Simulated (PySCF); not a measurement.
EPR parameters of C6H7N2O

C6H7N2O (doublet state).
Geometry (GFN2-xTB, Å), atoms numbered from 1 in this order:
```xyz
16
C6H7N2O angstrom
C      3.100    0.200    0.070
C      1.735    0.051    0.033
C      0.868    1.034   -0.537
N     -0.432    0.890   -0.571
C     -0.955   -0.226   -0.048
C     -2.444   -0.355   -0.109
O     -3.062    0.738   -0.722
C     -0.118   -1.202    0.521
N      1.179   -1.081    0.565
H      3.711   -0.562    0.515
H      3.574    1.073   -0.339
H      1.269    1.945   -0.962
H     -2.704   -1.275   -0.658
H     -2.838   -0.471    0.913
H     -2.354    1.355   -0.969
H     -0.536   -2.105    0.948
```

The hyperfine couplings belong to this conformer and change with its torsions.

The species is `[CH2]c1cnc(CO)cn1` [radical].

Method used: UKS B3LYP, pcH-1 on C H N O, non-relativistic, mean-field spin-orbit, GIAO (PySCF 2.14.0). The structure is a single GFN2-xTB conformer in the gas phase; no vibrational or solvent corrections. GFN2-xTB frequencies show an imaginary mode (105i cm⁻¹), so this geometry is no minimum at that level. Couplings are sensitive to structure, and on GFN2-xTB geometries they can be far from those on DFT ones. No stability test was run, so a lower SCF solution isn't excluded. ⟨S²⟩ is 0.781 where a pure state has 0.75.

```json
{
 "g1, g2, g3": "2.00215, 2.00283, 2.00326",
 "g_iso": "2.00275",
 "Form of g": "rhombic: the two nearest values differ by 39 % of g3 − g1",
 "⟨S²⟩": "0.7807 (exact 0.7500)",
 "HOMO–LUMO gap, α and β orbitals": "4.18, 3.95 eV",
 "Basis functions": "295"
}
```

Isotropic coupling and dipolar principal values T1 to T3, in 10⁻⁴ cm⁻¹ (1 × 10⁻⁴ cm⁻¹ = 2.998 MHz):

```csv
atom,isotope,a_iso,T1,T2,T3,Mulliken spin population
C1,13C,19.0,-18.8,-18.5,37.3,0.74
C2,13C,-14.4,-7.4,3.0,4.4,-0.19
C3,13C,8.9,-7.0,-6.9,13.9,0.25
N4,14N,-2.1,-2.6,1.2,1.4,-0.11
C5,13C,10.1,-8.6,-8.0,16.6,0.29
C6,13C,-3.8,-0.3,0.0,0.4,-0.02
O7,17O,0.0,-0.1,0.0,0.0,0.00
C8,13C,-7.0,-5.1,2.2,3.0,-0.11
N9,14N,2.6,-3.0,-2.8,5.8,0.19
H10,1H,-15.1,-8.7,-0.4,9.0,-0.03
H11,1H,-14.8,-8.7,-0.4,9.1,-0.03
H12,1H,-5.8,-2.4,-0.7,3.1,-0.01
H13,1H,14.6,-0.6,-0.4,1.0,0.02
H14,1H,14.6,-0.6,-0.3,1.0,0.02
H15,1H,-0.3,-0.4,-0.4,0.7,0.00
H16,1H,1.8,-0.9,-0.2,1.1,0.00
```

The largest Mulliken spin populations are on C1 (+0.74), C5 (+0.29), C3 (+0.25) and C2 (-0.19). Four atoms exceed +0.15. The positive populations add up to 1.51 and the negative ones to -0.51, together 2S = 1. The angles at C1 add up to 360.0°, so it is planar; its axial dipolar tensor and the negative couplings of its protons fit spin in a p orbital normal to that plane.

Axes: g2 points within 1° of the C1–H10 bond.

Under fast tumbling the dipolar parts average out, and these isotropic splittings remain (the largest six): 1 × 1H (H10, I = 1/2, 2 lines) with 1.62 mT, 1 × 1H (H11, I = 1/2, 2 lines) with 1.58 mT, 2 × 1H (H13/H14, I = 1/2, 3 lines) with 1.56 mT, 1 × 1H (H12, I = 1/2, 2 lines) with 0.62 mT, 1 × 14N (N9, I = 1, 3 lines) with 0.28 mT and 1 × 14N (N4, I = 1, 3 lines) with 0.22 mT.

Means are taken over nuclei equivalent by connectivity, which assumes that they swap fast. H10 and H11 aren't averaged: C1 is flat or nearly so (angle sum 360°), and its turn about the short C1–C2 bond (1.37 Å) is taken as slow.

The 13C coupling of C1 (57.0 MHz) shows only in satellite lines or after enrichment, since that isotope makes up about 1.07 % of natural carbon.

β density exceeds α density at some nuclei, such as C2 (-0.0384), N4 (-0.0194) and C8 (-0.0187), spin density in bohr⁻³. In a single determinant that takes different orbitals for the two spins, that is spin polarisation.
